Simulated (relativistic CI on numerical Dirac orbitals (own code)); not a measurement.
Magnetism of Ru⁶⁺, 4d2, in a crystal field

Calculated by Dirac-Coulomb-Breit CI, KLI orbitals optimised for each configuration, model QED (radiative potential, 1s self-energy scaled to tabulated hydrogen-like ionisation energies), valence Slater integrals scaled by 0.65, one configuration in a parametric crystal field (own radial code).

Field parameters in Wybourne normalisation: Oh B⁴₀ = 21Dq, B⁴₄ = √(5/14) B⁴₀. The field is a parameter set, without covalency.

S is read from ⟨S²⟩ = S(S + 1).

Powder χT (cm³ K mol⁻¹) by Van Vleck's formula, with temperature-independent terms:

| Field | 2 K | 5 K | 10 K | 20 K | 50 K | 100 K | 200 K | 300 K |
| --- | --- | --- | --- | --- | --- | --- | --- | --- |
| Oh, 10Dq = 8500 cm⁻¹ | 0.000545 | 0.00136 | 0.00273 | 0.00545 | 0.0136 | 0.0279 | 0.066 | 0.111 |
| Oh, 10Dq = 15350 cm⁻¹ | 0.000783 | 0.00196 | 0.00392 | 0.00783 | 0.0197 | 0.0431 | 0.0961 | 0.145 |
| Oh, 10Dq = 22150 cm⁻¹ | 0.00133 | 0.00332 | 0.00664 | 0.0133 | 0.034 | 0.0698 | 0.127 | 0.176 |
| Oh, 10Dq = 28950 cm⁻¹ | 0.00209 | 0.00521 | 0.0104 | 0.0209 | 0.0527 | 0.0946 | 0.151 | 0.198 |
| Oh, 10Dq = 35800 cm⁻¹ | 0.00301 | 0.00752 | 0.015 | 0.0301 | 0.0718 | 0.114 | 0.168 | 0.214 |
| Oh, 10Dq = 42600 cm⁻¹ | 0.00404 | 0.0101 | 0.0202 | 0.0405 | 0.0886 | 0.129 | 0.181 | 0.227 |

(1) For Oh, 10Dq = 35800 cm⁻¹: what effective moment follows at 300 K?

Results:

(1) μ_eff = √(8χT) = 1.31 μB. The ground level has S = 0.99; the spin-only moment for S = 1 is 2.83 μB. The difference comes from the orbital moment, spin-orbit mixing of terms and temperature-independent paramagnetism, all larger in this ionic model than in covalent complexes.
